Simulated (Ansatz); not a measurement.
SiEt3(NCO) (C₇H₁₅NOSi) was relaxed with PBE-D4 (def2-SVP) in Ansatz in these states: charge +1 doublet, neutral singlet. The geometries follow in no particular order.

A:

```xyz
25

Si    0.115   -0.007    0.098
C    -1.470   -0.478   -1.112
C    -1.231   -0.244   -2.567
H    -2.221    0.184   -0.628
H    -1.599   -1.538   -0.806
H    -2.170   -0.541   -3.105
H    -1.052    0.818   -2.823
H    -0.434   -0.883   -2.997
C     1.567   -1.035   -0.538
C     2.841   -0.760    0.278
H     1.712   -0.801   -1.613
H     1.254   -2.100   -0.473
H     3.662   -1.403   -0.107
H     3.179    0.291    0.189
H     2.724   -1.001    1.353
C    -0.519   -0.315    1.841
C    -1.687    0.543    2.320
H     0.392   -0.130    2.461
H    -0.734   -1.404    1.918
H    -1.902    0.344    3.391
H    -1.475    1.626    2.225
H    -2.624    0.319    1.769
N     0.366    1.664   -0.179
C     0.560    2.854   -0.361
O     0.745    3.998   -0.538
```

B:

Cartesian coordinates in Å:
```
Si -0.0717 -0.0470 -0.0339
C -0.0138 0.0916 -1.9205
C 1.2861 -0.4076 -2.5662
H -0.1917 1.1578 -2.1827
H -0.8921 -0.4641 -2.3201
H 1.2792 -0.2725 -3.6674
H 2.1675 0.1379 -2.1707
H 1.4562 -1.4867 -2.3708
C 0.1335 -1.8386 0.5402
C 0.2291 -2.0240 2.0608
H 1.0406 -2.2476 0.0435
H -0.7212 -2.4185 0.1242
H 0.3810 -3.0873 2.3392
H 1.0758 -1.4457 2.4844
H -0.6912 -1.6795 2.5765
C -1.6413 0.7374 0.6746
C -1.8089 2.2336 0.3763
H -1.6374 0.5601 1.7726
H -2.5070 0.1578 0.2818
H -2.7282 2.6489 0.8384
H -0.9497 2.8187 0.7637
H -1.8742 2.4323 -0.7137
N 1.2934 0.8577 0.5962
C 2.2323 1.4849 1.0258
O 3.1537 2.1005 1.4478
```

Question: Judge from the bond lengths which geometry belongs to which state (an estimate).

Answer: A is the charge +1 doublet (Si1–C2 2.049 Å, Si1–N23 1.713 Å, C2–C3 1.493 Å); B is the neutral singlet (Si1–C2 1.893 Å, Si1–N23 1.755 Å, C2–C3 1.535 Å).
